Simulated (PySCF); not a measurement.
Li(Me) (CH3Li), SMILES [Li][CH3]. Atoms are numbered in the order given.

```xyz
5

Li     0.0000     0.0000    -1.5818
C      0.0000     0.0000     0.3870
H      0.8782     0.5071     0.8078
H      0.0000    -1.0141     0.8078
H     -0.8782     0.5071     0.8078
```
Charge 0, spin multiplicity 1.

The structure is a stationary point at B3LYP-D3(BJ)/def2-TZVPD. The isomer is the one that the SMILES or the coordinates give; other isomers of the formula were not compared.

Two levels are set side by side: PBE/pcSseg-2 (PySCF) and HF/pcSseg-2 (PySCF). GIAO shifts against TMS (¹H), TMS (¹³C) at the same level; non-relativistic, no solvent, atoms listed together averaged. Differences are taken from unrounded values.

| quantity | HF |
|---|---|
| δ(¹³C) of C2 (ppm) | -21.5 |
| δ(¹H) of H3, H4, H5 (ppm) | -1.48 |

Question: What does PBE give, and how far is it from HF? (The exact figures need the calculation; the answer reports its results.)

Answer: 
```csv
quantity,PBE,PBE minus HF
δ(¹³C) of C2 (ppm),-27.6,-6.1
"δ(¹H) of H3, H4, H5 (ppm)",-1.44,0.04
```

Rough cost on one machine, each run with all the roots and properties that it gave: HF against PBE within a factor of 2.
